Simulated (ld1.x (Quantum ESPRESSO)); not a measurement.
Pseudopotential generation for nitrogen (N): TM, PBEsol, scalar-relativistic.

N, norm-conserving Troullier–Martins (Kleinman–Bylander form), made with ld1.x (Quantum ESPRESSO) 7.5 (PBEsol, scalar-relativistic). Core [He], reference 2s2 2p2 (charge +1). Waves: 2s (bound): rc 0.85 bohr; 2p (bound): rc 1.55 bohr. Local part: all-electron potential smoothed inside 0.80 bohr (lloc = -1). Core correction: none.

Problem. Estimate the cutoffs (Ry, on a coarse ladder) from which the occupation-weighted sum of valence levels, in a spherical-Bessel basis at the reference potential, stays within 10 and 1 mRy of its value at 400 Ry.

Solution. 55 Ry and 140 Ry.

Problem. What does a ghost test show?

Solution. No extra level below or beside the all-electron valence levels (s, p, d, f tested).

Problem. Which valence shell sets the plane-wave cutoff?

Solution. 2s: its level needs 140 Ry to come within 1 mRy, against 55 Ry for 2p.

Problem. Tests: 2s2 2p3; 2s2 2p1; 2s2 2p0; 2s2 2p3.3; 2s1 2p3; 2s1 2p0; 2s1 2p4. Which has the largest error in its energy relative to the reference configuration, and how large is it?

Solution. 2s1 2p0, with +923 meV (all-electron minus pseudo) on +153.14 eV.
